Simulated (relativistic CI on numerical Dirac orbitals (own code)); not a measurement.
**Hyperfine structure of P¹¹⁺, mass number 31**

Calculated at this level of theory: Dirac-Coulomb-Breit CI, separate exchange-only KLI orbitals for each configuration, a model potential for QED, unscaled Slater integrals (own radial code, finite nucleus).

Configuration list (outside the closed core 1s2): 2s2, 2s.2p, 2p2, 2p.3s, 2p.3p, 2s.3s, 2s.3p, 2s.3d, 2s.4s, 2s.4p, 2s.4d, 2s.4f, 3s2, 3s.3p, 3p2. Levels of other configurations are missing.

Nuclear spin I = 1/2, μ = 1.13093 μN (tables of Stone and Pyykkö). The electronic factors are computed for point nuclear moments, without core polarisation or the Bohr-Weisskopf and QED corrections.

```csv
Level,E (eV),A (GHz)
2s.2p 3P°_1,23.412,73.67
2s.2p 3P°_2,24.294,56.61
2s.2p 1P°_1,46.201,17.06
2p2 3P_1,60.757,-0.2679
2p2 3P_2,61.512,13.44
2p2 1D_2,68.068,19.86
2s.3s 3S_1,321.559,122.7
2s.3p 1P°_1,332.415,61.19
```

Levels with J = 0, under 50 % of one LS term, or S terms without an open s electron are left out. Small factors come from cancelling terms and can be off by tens of per cent or more.

At this charge energies of transitions that change n are usually good to better than 1 %, and those within a shell (Δn = 0) to a few per cent.

Question: Give the hyperfine levels of 2s.2p 3P°_1 relative to its centre of gravity.

Answer: With K = F(F + 1) − I(I + 1) − J(J + 1), E = AK/2: F = 1/2: -73.67, F = 3/2: 36.84 GHz.
